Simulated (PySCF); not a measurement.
A structure optimised at B3LYP-D3(BJ)/def2-TZVPD, used in a PySCF frequency run:

```
Si
N 1 1.5599
H 1 1.4831 2 180.00
```

Question: Write its SMILES, formula and point group.

Answer: N#[SiH], HNSi, C∞v

Question: What are its rotational constants (standard atomic weights)?

Answer: 18.937 GHz (linear rotor, B only)
